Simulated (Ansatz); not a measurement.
[MnNF4]2- (MnNF4²⁻). Charge -2, multiplicity 1. Geometry PBE0-D4/def2-SVPD, basis def2-TZVPD, Ansatz.

```tsv
run	HOMO (eV)	LUMO (eV)
A	2.72	7.58
B	6.04	6.95
C	0.18	7.48
D	5.95	6.82
```

A multiply charged anion in the gas phase is held together partly by the finite basis. Removing one electron lowers the energy by 2.01 eV at PBE0-D4/def2-TZVPD, so it isn't bound. The order of the spin states hangs on the level: the triplet lies 0.62 eV below the singlet at PBE0-D4/def2-TZVPD, but 0.31 eV above it at PBE-D4/def2-TZVPD. The singlet is doubtful at PBE0-D4/def2-TZVPD (restricted singlet, unstable towards broken spin symmetry). The triplet is doubtful at PBE0-D4/def2-TZVPD (⟨S²⟩ 3.47, where a pure state has 2.00). The triplet is doubtful at PBE-D4/def2-TZVPD (⟨S²⟩ 2.80, where a pure state has 2.00).

Problem. The runs used LDA (SPW92), PBE, r2SCAN0, ωB97M-V. Estimate which is which.

Solution. A r2SCAN0 (25 % exact exchange); B PBE (0 % exact exchange); C ωB97M-V (range-separated); D LDA (SPW92) (0 % exact exchange). Exact exchange lowers occupied and raises empty levels; among semilocal functionals meta-GGAs tend to open the gap a little, and such runs are hard to tell apart. The gap grows from 0.87 eV (LDA (SPW92)) to 7.30 eV (ωB97M-V). At r2SCAN0-D4/def2-TZVPD, PBE-D4/def2-TZVPD, ωB97M-V/def2-TZVPD, LDA (SPW92)/def2-TZVPD the highest occupied level of the charge -2 singlet lies above zero (up to 6.04 eV). By energy differences it is unbound by 2.63 eV (vertical, to the charge -1 doublet, at PBE-D4/def2-TZVPD) and held by the finite basis.
